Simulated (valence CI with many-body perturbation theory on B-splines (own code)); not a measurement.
## In XVIII: calculated level list

Calculated by configuration interaction combined with many-body perturbation theory (CI+MBPT): four valence electrons over a frozen Dirac-Fock core [Ar] 3d10, radial functions for each j: 11 s, 11 p, 10 d, 8 f, 5 g, 2 h, with the one-electron correlation potential Σ1 (screened to all orders), the two-electron term Σ2, the three-electron term Σ3, Breit, model QED; selected single and double excitations, second order for the rest, scaled by the run's own slope (own B-spline code, finite nucleus).

No measured levels were compared; by estimate levels hold to about 250 cm⁻¹ or 0.2 % of their energy and the worst to 1 %, as in measured heavy ions of charge 2 to 7; those with d or f electrons hold less well. Among the levels kept, up to 470 cm⁻¹ of a level comes from second order outside the variational space, and about a tenth of that is noise between levels of different J, which matters for small intervals.

Levels 46 to 90 of 183, with energies above the lowest level, 4s2 4p2 3P_0. "Leading %" is the weight of the configuration and term that name the level; weights of strongly mixed levels are sums over their largest components and can fall short. In the jj column 3d3/2^4 stands for four electrons in 3d with j = 3/2. Lifetimes count E1, E2, E3, M1 and M2 decay at the calculated energies, and are blank where another channel may lead or the interval is too uncertain; long ones can be off by a factor of two.

| No. | Configuration | Term | J | E (cm⁻¹) | Leading % | Leading jj | Second component | Lifetime |
| --- | --- | --- | --- | --- | --- | --- | --- | --- |
| 46 | 4s 4p2 4d | 5P | 3 | 1027100 | 48 | 4s 4p1/2 4p3/2 4d5/2 (48 %) | 27 % 4s 4p2 4d 5D | 7.62 ps |
| 47 | 4s 4p2 4d | 5P | 2 | 1032900 | 74 | 4s 4p1/2 4p3/2 4d3/2 (52 %) | 9 % 4s 4p2 4d 3P | 5.30 ps |
| 48 | 4s 4p2 4d | 5P | 1 | 1036700 | 76 | 4s 4p1/2 4p3/2 4d3/2 (61 %) | 11 % 4s 4p2 4d 3P | 5.27 ps |
| 49 | 4s 4p2 4d | 3P | 1 | 1046300 | 43 | 4s 4p1/2 4p3/2 4d5/2 (38 %) | 18 % 4s 4p2 4d 3D | 8.52 ps |
| 50 | 4s 4p2 4d | 3G | 3 | 1048200 | 72 | 4s 4p1/2 4p3/2 4d3/2 (82 %) | 16 % 4s 4p2 4d 1F | 58.5 ps |
| 51 | 4s 4p2 4d | 3F | 4 | 1048700 | 40 | 4s 4p3/2^2 4d5/2 (52 %) | 24 % 4s 4p2 4d 5D | 107 ps |
| 52 | 4s 4p2 4d | 3F | 2 | 1056300 | 45 | 4s 4p1/2 4p3/2 4d3/2 (32 %) | 19 % 4s 4p2 4d 3P | 12.0 ps |
| 53 | 4s 4p2 4d | 3G | 4 | 1067200 | 68 | 4s 4p1/2 4p3/2 4d5/2 (62 %) | 19 % 4s 4p2 4d 3F | 59.1 ps |
| 54 | 4s 4p2 4d | 3D | 3 | 1080500 | 46 | 4s 4p1/2 4p3/2 4d5/2 (62 %) | 22 % 4s 4p2 4d 1F | 15.5 ps |
| 55 | 4s 4p2 4d | 3P | 0 | 1082900 | 65 | 4s 4p3/2^2 4d5/2 (38 %) | 14 % 4p4 3P | 9.35 ps |
| 56 | 4s 4p2 4d | 3D | 1 | 1085300 | 59 | 4s 4p1/2 4p3/2 4d5/2 (32 %) | 12 % 4s 4p2 4d 3P | 14.9 ps |
| 57 | 4s 4p2 4d | 3D | 3 | 1089500 | 41 | 4s 4p1/2 4p3/2 4d5/2 (55 %) | 15 % 4s 4p2 4d 3F | 7.06 ps |
| 58 | 4s 4p2 4d | 3G | 5 | 1090500 | 80 | 4s 4p3/2^2 4d5/2 (71 %) | 16 % 4s 4p2 4d 5F | 118 ps |
| 59 | 4s 4p2 4d | 1G | 4 | 1092400 | 57 | 4s 4p1/2 4p3/2 4d5/2 (47 %) | 29 % 4s 4p2 4d 3F | 35.1 ps |
| 60 | 4s 4p2 4d | 3D | 1 | 1094000 | 69 | 4s 4p1/2 4p3/2 4d3/2 (66 %) | 14 % 4s 4p2 4d 1P | 8.92 ps |
| 61 | 4s 4p2 4d | 3D | 2 | 1104100 | 53 | 4s 4p3/2^2 4d3/2 (46 %) | 15 % 4s 4p2 4d 3F | 7.67 ps |
| 62 | 4s 4p2 4d | 3D | 1 | 1106100 | 71 | 4s 4p1/2 4p3/2 4d3/2 (33 %) | 9 % 4s 4p2 4d 1P | 5.87 ps |
| 63 | 4s 4p2 4d | 3P | 0 | 1110500 | 89 | 4s 4p1/2 4p3/2 4d5/2 (44 %) | 7 % 4s2 4d2 3P | 6.27 ps |
| 64 | 4s 4p2 4d | 3F | 3 | 1111900 | 47 | 4s 4p1/2 4p3/2 4d5/2 (55 %) | 23 % 4s 4p2 4d 3D | 9.95 ps |
| 65 | 4s 4p2 4d | 3D | 2 | 1112800 | 70 | 4s 4p1/2 4p3/2 4d5/2 (45 %) | 13 % 4s 4p2 4d 3F | 7.32 ps |
| 66 | 4s 4p2 4d | 3F | 2 | 1116700 | 45 | 4s 4p1/2 4p3/2 4d3/2 (37 %) | 21 % 4s 4p2 4d 3D | 5.09 ps |
| 67 | 4s 4p2 4d | 3P | 1 | 1118900 | 52 | 4s 4p1/2 4p3/2 4d5/2 (81 %) | 27 % 4s 4p2 4d 3S | 7.39 ps |
| 68 | 4s 4p2 4d | 3F | 3 | 1123200 | 36 | 4s 4p3/2^2 4d3/2 (32 %) | 32 % 4s 4p2 4d 3D | 4.27 ps |
| 69 | 4s 4p2 4d | 3D | 2 | 1124200 | 50 | 4s 4p1/2 4p3/2 4d5/2 (49 %) | 11 % 4s 4p2 4d 3F | 7.04 ps |
| 70 | 4s 4p2 4d | 3P | 1 | 1138800 | 31 | 4s 4p3/2^2 4d3/2 (42 %) | 21 % 4s 4p2 4d 1P | 6.14 ps |
| 71 | 4s 4p2 4d | 3P | 2 | 1141300 | 48 | 4s 4p1/2 4p3/2 4d5/2 (25 %) | 11 % 4s 4p2 4d 3D | 5.65 ps |
| 72 | 4s 4p2 4d | 3F | 4 | 1146600 | 76 | 4s 4p3/2^2 4d3/2 (62 %) | 9 % 4s 4p2 4d 1G | 4.06 ps |
| 73 | 4s 4p2 4d | 3D | 3 | 1154100 | 55 | 4s 4p3/2^2 4d5/2 (73 %) | 11 % 4s 4p2 4d 3F | 17.0 ps |
| 74 | 4s 4p2 4d | 3S | 1 | 1161800 | 41 | 4s 4p3/2^2 4d5/2 (69 %) | 32 % 4s 4p2 4d 1P | 8.02 ps |
| 75 | 4s 4p2 4d | 3F | 4 | 1170400 | 74 | 4s 4p3/2^2 4d5/2 (78 %) | 7 % 4s 4p2 4d 1G | 20.1 ps |
| 76 | 4s 4p2 4d | 3D | 3 | 1178800 | 65 | 4s 4p3/2^2 4d5/2 (69 %) | 19 % 4s 4p2 4d 3F | 8.39 ps |
| 77 | 4s 4p2 4d | 1D | 2 | 1180200 | 36 | 4s 4p3/2^2 4d5/2 (42 %) | 20 % 4s 4p2 4d 3P | 5.45 ps |
| 78 | 4s 4p2 4d | 1S | 0 | 1182200 | 48 | 4s 4p1/2 4p3/2 4d3/2 (34 %) | 29 % 4s 4p2 4d 3P | 4.36 ps |
| 79 | 4s 4p2 4d | 3D | 3 | 1191000 | 60 | 4s 4p3/2^2 4d5/2 (53 %) | 18 % 4s 4p2 4d 3F | 6.45 ps |
| 80 | 4s 4p2 4d | 3D | 2 | 1193900 | 59 | 4s 4p3/2^2 4d3/2 (49 %) | 7 % 4s 4p2 4d 3F | 4.91 ps |
| 81 | 4s 4p2 4d | 3D | 1 | 1194200 | 81 | 4s 4p3/2^2 4d3/2 (70 %) | 9 % 4s2 4p 4f 3D | 5.12 ps |
| 82 | 4s 4p2 4d | 1P | 1 | 1202000 | 43 | 4s 4p3/2^2 4d3/2 (35 %) | 31 % 4s 4p2 4d 3P | 3.81 ps |
| 83 | 4s 4p2 4d | 1D | 2 | 1207900 | 67 | 4s 4p3/2^2 4d5/2 (65 %) | 15 % 4s 4p2 4d 3D | 14.2 ps |
| 84 | 4s 4p2 4d | 3P | 2 | 1217500 | 47 | 4s 4p3/2^2 4d3/2 (31 %) | 19 % 4s 4p2 4d 1D | 3.81 ps |
| 85 | 4s 4p2 4d | 1F | 3 | 1226300 | 50 | 4s 4p3/2^2 4d3/2 (28 %) | 26 % 4s2 4p 4f 1F | 4.10 ps |
| 86 | 4s 4p2 4d | 3P | 1 | 1249500 | 52 | 4s 4p3/2^2 4d5/2 (58 %) | 39 % 4s 4p2 4d 1P | 3.55 ps |
| 87 | 4s 4p2 4d | 3P | 0 | 1249700 | 61 | 4s 4p3/2^2 4d3/2 (56 %) | 17 % 4s 4p2 4d 1S | 3.20 ps |
| 88 | 4s2 4p 4f | 3F | 2 | 1268700 | 17 | 4s 4p3/2^2 4d5/2 (32 %) | 16 % 4s2 4d2 3F | 4.66 ps |
| 89 | 4s2 4p 4f | 3G | 4 | 1269000 | 28 | 4s^2 4p1/2 4f7/2 (71 %) | 27 % 4s2 4p 4f 1G | 12.8 ps |
| 90 | 4s2 4p 4f | 3G | 3 | 1272600 | 46 | 4s^2 4p1/2 4f5/2 (49 %) | 28 % 4s2 4p 4f 3F | 6.47 ps |

Names give the largest LS component (configuration and term), which can be under half, so a name can repeat, a term be missing and a line seem to break the LS rules; names also repeat where a configuration has a term twice.

Where two levels of one J and parity lie close, their mixing, g and order are uncertain.
